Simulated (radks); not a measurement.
Values are calculated unless marked as measured or tabulated.
Q: Ionisation of Ba, [Xe] 6s2, to Ba+, [Xe] 6s1, under several functionals. Dirac Kohn-Sham, spin-unpolarised, spherical densities, point nucleus; a radial shooting solver on a logarithmic mesh with Libxc functionals. Known Delta-SCF values: LDA (Slater exchange, Perdew-Zunger correlation) 5.542 eV; Wu-Cohen GGA 5.363 eV. What does XLYP give, and what is its highest occupied eigenvalue?

A: 5.288 eV by Delta-SCF; the 6s1/2 eigenvalue is -3.084 eV. NIST: 5.212 eV (measured).

Beside tabulated values, note that spin-unpolarised runs miss the spin-polarisation part of the exchange energy of open shells.
